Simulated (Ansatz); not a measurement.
`[NH2][SnH]([OH])[F]` → `[NH2][Sn][F]` + H₂O at 600 K and 1 bar (stannylene formation by 1,1-elimination).

Calculated with Ansatz (gas phase, PBE0-D4/def2-TZVP geometries, no zero-point term in ΔE). CCSD(T)/CBS adds triple-zeta CCSD(T) − MP2 to the extrapolated MP2 energy (def2 sets, frozen cores). This one scheme is used for every species. def2 core potentials past Kr. For Sn outer-core shells are correlated without core-valence functions, which leaves a few kJ/mol of doubt a bond. One conformer a species, not always the lowest.

```json
{"species": "`[NH2][SnH]([OH])[F]`", "CCSD(T)/CBS energy (Eh)": "-446.16360", "H − E (kJ/mol)": "181.6", "S (J/(mol·K))": "431.8"}
{"species": "`[NH2][Sn][F]`", "CCSD(T)/CBS energy (Eh)": "-369.78999", "H − E (kJ/mol)": "106.4", "S (J/(mol·K))": "349.7"}
{"species": "H₂O", "CCSD(T)/CBS energy (Eh)": "-76.37941", "H − E (kJ/mol)": "76.8", "S (J/(mol·K))": "212.8"}
```

H − E and S are ideal-gas, rigid-rotor, harmonic terms from PBE0-D4/def2-TZVP, for one conformer and one mirror image of each species. 1 Eh = 2625.50 kJ/mol, R = 8.31446 J/(mol·K).

Problem. By hand: ΔE, ΔH, ΔS and ΔG.

Solution. ΔE = (-369.78999) + (-76.37941) − (-446.16360) = -0.00580 Eh = -15.2 kJ/mol. Δ(H − E) = 106.4 + 76.8 − 181.6 = 1.6, so ΔH = -13.6 kJ/mol. ΔS = 349.7 + 212.8 − 431.8 = 130.7 J/(mol·K). ΔG = -13.6 − 600 × (130.7)/1000 = -92.0 kJ/mol.

Problem. By hand: the equilibrium constant, and the temperature at which ΔG would vanish if ΔH and ΔS stayed fixed.

Solution. log₁₀ K = −ΔG/(RT ln 10) = 8.0. ΔH and −TΔS have one sign here, so there is no such temperature.

The number of gas molecules changes by +1, which sets the sign of ΔS. A doubt of 5 kJ/mol in ΔE shifts log₁₀ K by 0.4 here. Other conformers and mirror images would add mixing entropy, several J/(mol·K) or more a flexible species. These are equilibria of isolated gas molecules and say nothing of rates. Largest T1 diagnostic: 0.017 (customary marks: 0.02 for closed shells, 0.045 for open ones).
